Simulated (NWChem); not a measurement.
All runs are NWChem calculations. System: CBr, charge -1, spin multiplicity 3, at the geometry of a parent with another charge or spin, in a state set for the comparison that need not be this species' ground state. Its SCF solution wasn't tested for a lower state.

The NWChem input:

```
start mol
memory heap 200 mb stack 900 mb global 1100 mb
charge -1
geometry units angstroms nocenter noautoz
  C      0.000000     0.000000     1.550582
  Br     0.000000     0.000000    -0.265814
  symmetry group C2v
end
basis spherical
  * library def2-tzvpd
end
dft
  xc xpbe96 cpbe96
  odft
  mult 3
  semidirect memsize 60000000 filesize 0
  iterations 100
end
task dft energy
```

The output up to the point where the run's verdict is printed (cleaned and shortened):

```
             Northwest Computational Chemistry Package (NWChem) 7.3.0
             --------------------------------------------------------

                                NWChem Input Module
                                -------------------

 Scaling coordinates for geometry "geometry" by  1.889725989
 (inverse scale =  0.529177249)

 Turning off AUTOSYM since
 SYMMETRY directive was detected!

                             Geometry "geometry" -> ""
                             -------------------------

 Output coordinates in angstroms (scale by  1.889725989 to convert to a.u.)

  No.       Tag          Charge          X              Y              Z
 ---- ---------------- ---------- -------------- -------------- --------------
    1 C                    6.0000     0.00000000     0.00000000     1.55058200
    2 Br                  35.0000     0.00000000     0.00000000    -0.26581400

 Effective nuclear repulsion energy (a.u.)      61.1800633177

            Nuclear Dipole moment (a.u.)
            ----------------------------
        X                 Y               Z
 ---------------- ---------------- ----------------
     0.0000000000     0.0000000000     0.0000037795

      Symmetry information
      --------------------

 Group name             C2v
 Group number             16
 Group order               4
 No. of unique centers     2

      Symmetry unique atoms

     1    2


 Summary of "ao basis" -> "" (spherical)
 ------------------------------------------------------------------------------
       Tag                 Description            Shells   Functions and Types
 ---------------- ------------------------------  ------  ---------------------
 *                         def2-tzvpd                 on all atoms

  pbe96 is a nonlocal functional; adding pw91lda local functional.

                                 NWChem DFT Module
                                 -----------------

 Summary of "ao basis" -> "ao basis" (spherical)
 ------------------------------------------------------------------------------
       Tag                 Description            Shells   Functions and Types
[...]
 d= 0,ls=0.5,diis    75  -2611.6390708208 -2.05D-07  6.23D-05  6.47D-07    14.8
                                                     2.36D-07  3.62D-07
 d= 0,ls=0.5,diis    76  -2611.6390710192 -1.98D-07  5.77D-05  5.74D-07    14.9
                                                     6.69D-08  3.17D-07
 d= 0,ls=0.5,diis    77  -2611.6390711883 -1.69D-07  5.43D-05  5.17D-07    15.1
                                                     7.43D-08  2.84D-07
 d= 0,ls=0.5,diis    78  -2611.6390713393 -1.51D-07  5.20D-05  4.66D-07    15.2
                                                     1.41D-07  2.57D-07
 d= 0,ls=0.5,diis    79  -2611.6390714799 -1.41D-07  4.89D-05  4.15D-07    15.4
                                                     7.56D-08  2.29D-07
 d= 0,ls=0.5,diis    80  -2611.6390716049 -1.25D-07  4.56D-05  3.71D-07    15.5
                                                     1.61D-07  2.05D-07
 d= 0,ls=0.5,diis    81  -2611.6390717140 -1.09D-07  4.28D-05  3.33D-07    15.6
                                                     1.26D-07  1.86D-07
 d= 0,ls=0.5,diis    82  -2611.6390718121 -9.81D-08  4.07D-05  3.00D-07    15.8
                                                     9.49D-08  1.70D-07
 d= 0,ls=0.5,diis    83  -2611.6390719019 -8.99D-08  3.83D-05  2.68D-07    15.9
                                                     1.12D-07  1.53D-07
 d= 0,ls=0.5,diis    84  -2611.6390719822 -8.02D-08  3.63D-05  2.41D-07    16.1
                                                     7.49D-08  1.39D-07
 d= 0,ls=0.5,diis    85  -2611.6390720546 -7.24D-08  3.41D-05  2.16D-07    16.2
                                                     7.02D-08  1.25D-07
 d= 0,ls=0.5,diis    86  -2611.6390721183 -6.37D-08  3.18D-05  1.95D-07    16.3
                                                     9.92D-08  1.14D-07
 d= 0,ls=0.5,diis    87  -2611.6390721745 -5.63D-08  3.01D-05  1.77D-07    16.5
                                                     7.47D-08  1.05D-07
 d= 0,ls=0.5,diis    88  -2611.6390722259 -5.14D-08  2.87D-05  1.61D-07    16.7
                                                     4.86D-08  9.56D-08
 d= 0,ls=0.5,diis    89  -2611.6390722727 -4.68D-08  2.65D-05  1.45D-07    16.8
                                                     9.15D-08  8.68D-08
 d= 0,ls=0.5,diis    90  -2611.6390723145 -4.18D-08  2.49D-05  1.31D-07    16.9
                                                     6.44D-08  7.87D-08
 d= 0,ls=0.5,diis    91  -2611.6390723516 -3.71D-08  2.36D-05  1.19D-07    17.1
                                                     4.06D-08  7.18D-08
 d= 0,ls=0.5,diis    92  -2611.6390723850 -3.33D-08  2.21D-05  1.09D-07    17.2
                                                     4.74D-08  6.56D-08
 d= 0,ls=0.5,diis    93  -2611.6390724144 -2.95D-08  2.13D-05  9.95D-08    17.4
                                                     2.11D-08  6.05D-08
 d= 0,ls=0.5,diis    94  -2611.6390724418 -2.74D-08  2.02D-05  9.04D-08    17.5
                                                     3.83D-08  5.52D-08
 d= 0,ls=0.5,diis    95  -2611.6390724672 -2.53D-08  1.93D-05  8.17D-08    17.7
                                                     3.46D-08  4.96D-08
 d= 0,ls=0.5,diis    96  -2611.6390724904 -2.32D-08  1.86D-05  7.37D-08    17.8
                                                     4.41D-08  4.44D-08
 d= 0,ls=0.5,diis    97  -2611.6390725116 -2.12D-08  1.77D-05  6.60D-08    18.0
                                                     3.84D-08  3.96D-08
 d= 0,ls=0.5,diis    98  -2611.6390725305 -1.89D-08  1.67D-05  5.94D-08    18.1
                                                     3.11D-08  3.54D-08
 d= 0,ls=0.5,diis    99  -2611.6390725473 -1.68D-08  1.59D-05  5.37D-08    18.3
                                                     1.80D-08  3.19D-08
 d= 0,ls=0.5,diis   100  -2611.6390725623 -1.50D-08  1.53D-05  4.86D-08    18.4
                                                     2.83D-08  2.88D-08
```

The run did not converge; its last values are not results. The next line reads: Calculation failed to converge. NWChem stopped with the message: dft energy failed.
